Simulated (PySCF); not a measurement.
**Fractional electron number in Ni⁺ (nickel, charge +1)**

The 3d beta orbital of [Ar] 3d9 is emptied in steps (occupation f), with all orbitals relaxed, ending at [Ar] 3d8. Calculation: PySCF 2.14, in x2c-TZVPall; scalar relativity by spin-free X2C-1e. The exact energy is a straight line in f; departures are measured from the line between the end points of the same method.

```json
{"f": "1", "BHandHLYP (eV)": "0.000", "wB97X (eV)": "0.000", "MN15 (eV)": "0.000"}
{"f": "0.75", "BHandHLYP (eV)": "-0.307", "wB97X (eV)": "-0.330", "MN15 (eV)": "-0.673"}
{"f": "0.5", "BHandHLYP (eV)": "-0.437", "wB97X (eV)": "-0.460", "MN15 (eV)": "-0.917"}
{"f": "0.25", "BHandHLYP (eV)": "-0.346", "wB97X (eV)": "-0.358", "MN15 (eV)": "-0.700"}
{"f": "0", "BHandHLYP (eV)": "0.000", "wB97X (eV)": "0.000", "MN15 (eV)": "0.000"}
```

```csv
method,E(f=0) − E(f=1) (eV),−ε at f=1 (eV),−ε at f=0.5 (eV)
BHandHLYP,17.555,16.042,17.452
wB97X,18.326,16.660,18.251
MN15,19.124,15.625,19.054
```

Orbital energy along the path (eV):

| f | BHandHLYP | wB97X | MN15 |
| --- | --- | --- | --- |
| 1 | -16.042 | -16.660 | -15.625 |
| 0.75 | -16.648 | -17.381 | -17.266 |
| 0.5 | -17.452 | -18.251 | -19.054 |
| 0.25 | -18.407 | -19.234 | -20.945 |
| 0 | -19.501 | -20.278 | -22.911 |

Reference removal energy between the ground levels: 18.169 eV (measured; NIST Atomic Spectra Database, ionization energies). The calculation has no spin-orbit coupling. The determinant left behind need not be the lowest term of the ion.
